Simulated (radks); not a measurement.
Values are calculated unless marked as measured or tabulated.
Task: These are the eigenvalues of the occupied orbitals of an atom or ion with whole-number occupations (eV). Code: a radial shooting solver on a logarithmic mesh with Libxc functionals. Model: scalar-relativistic Kohn-Sham, BLYP, spin-polarised, spherical densities, finite nucleus; Fermi nuclear charge, rms radius of each element as measured or else 0.836 A^(1/3) + 0.57 fm.

orbital  eigenvalue
1s up     -8943.623
1s down   -8936.780
2s up     -1979.398
2s down   -1966.106
2p up     -1898.896

Which element is it, and in what charge state? The configuration may be excited. Open shells, if any, are filled with parallel spins first.

Result: Z = 27, cobalt, charge +22: Co22+ in [He] 2s2 2p1. The list shows which subshells hold electrons but not how many an open one holds; the 1s level, -328.67 hartree, gives Z - s = 25.6 by -(Z - s)^2/2, which with screening and relativity narrows Z to a few neighbours, and the depths of the outer levels then fix element, charge and occupations together.
